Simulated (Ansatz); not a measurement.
```yaml
crystal:
  periodic: [false, false, false]
  atoms:
    - {symbol: O, position_ang: [-0.000000, 0.000000, -0.007106]}
    - {symbol: Sn, position_ang: [0.000000, -0.000000, 1.810686]}
basis:
  gaussian: {orbitals: def2-TZVPD, final_grid: {core_spheres: 5, valence_spheres: 4, degree: 11}}
hamiltonian: {xc: {name: r2SCANh}, dispersion: d4, pseudopotentials: {relativity: none}}
output: {forces: true}
```

```sh
$ ansatz run in.yaml --threads 2 --pin off --events-out ev --progress --plain --max-ram 32768MiB --backend cpu
```

Shortened log:

```
Functional definition: r2SCANh
593 factors; their error is unknown
mean field evaluation 1: about -7866.9675 eV, gradient 7.9e1 eV
mean field evaluation 2: about -7684.7606 eV, gradient 2.0e2 eV
mean field evaluation 4: about -7879.1296 eV, gradient 1.9e1 eV
mean field evaluation 8: about -7879.7606 eV, gradient 7.6e-2 eV
mean field evaluation 16: about -7879.7837 eV, gradient 3.7e-3 eV
mean field -7879.78374226 eV, -289.5767114190 hartree, gradient 3.5e-5 eV, S^2 0.000000; 0 other end points of the search recorded, 0 dependent functions left out
reference -7879.78375591 eV, -289.5767119206 hartree; 15, 15 occupied and 81, 81 virtual orbitals, 593 factors
Total energy: -7879.78954184 eV, -289.5769245495 hartree
Atom 0 at    -0.000000     0.000000    -0.007106 Å, force     0.000000    -0.000000    -0.181852 eV/Å
Atom 1 at     0.000000    -0.000000     1.810686 Å, force    -0.000000     0.000000     0.181852 eV/Å
Dipole moment:     0.000000     0.000000     0.875930 e Å
```

Run time 1.1 s (2 threads of an AMD EPYC 7R13 on a shared host); peak host memory 0.2 GiB.
